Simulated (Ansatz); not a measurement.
Cartesian coordinates in Å:
```
N 1.3661 -0.1912 -1.5766
C 0.4861 0.0278 -0.5715
C -0.0945 -0.9438 0.2037
Si -1.1973 -0.1813 1.4902
Ga -0.3142 1.6552 0.2599
H 1.6582 0.5591 -2.1721
H 1.5724 -1.1258 -1.8906
H 0.1121 -2.0041 0.0350
H -2.6427 -0.5499 1.4080
H -0.8007 -0.4202 2.9106
H -0.1453 3.1742 -0.0966
```

Total charge 0; spin multiplicity 1.

List the r2SCAN/def2-TZVPP orbital energies in eV (Ansatz 0.2.0). (Estimate.)

Computed: Occupied: -10121.93, -1790.34, -1244.14, -1100.58, -1100.48, -1100.47, -385.82, -273.92, -272.53, -147.69, -140.79, -100.65, -100.35, -100.33, -95.67, -95.63, -95.62, -24.09, -20.34, -20.10, -20.09, -20.03, -19.99, -18.90, -14.78, -13.87, -12.52, -12.02, -10.08, -9.11, -8.38, -8.16, -6.72, -5.98, -5.34. Lowest empty: -2.22, -0.23, 0.06, 0.39, 1.22, 1.33, 1.76, 2.61.
